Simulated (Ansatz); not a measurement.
The cluster Sn₂H₃⁺. Total charge 1; triplet. Geometry PBE0-D4/def2-TZVP, that of the neutral doublet; atoms count from 1.

```xyz
5

Sn   -0.6501    0.8029   -1.8729
Sn   -0.2159   -0.1342    0.6917
H     1.0206    0.2986   -2.1869
H    -1.3512   -0.1241    1.9914
H     1.1966   -0.8434    1.3767
```

In the def2 sets Sn takes a core potential; there is no spin–orbit coupling. At PBE0-D4/def2-TZVP a singlet of charge 1 lies 1.55 eV below the triplet, each at its own geometry. The structure comes from a short search, and lower isomers may exist.

(1) Estimate the Mulliken populations from the PBE0/def2-TZVP orbitals of Ansatz.

(2) Where does the spin sit?

(3) And the Mayer bond orders between heavy atoms (over 0.3)?

Answers

(1) 
```csv
atom,charge (e),spin (α − β)
Sn1,0.41,1.18
Sn2,0.37,0.62
H3,0.07,0.12
H4,0.06,-0.01
H5,0.09,0.09
```
Mulliken values depend strongly on the basis.

(2) Summed by element: Sn 1.80, H 0.20, of 2 unpaired in all. Largest on single atoms: Sn1 1.18, Sn2 0.62, H3 0.12.

(3) Sn1–Sn2 1.29 (2.76 Å).
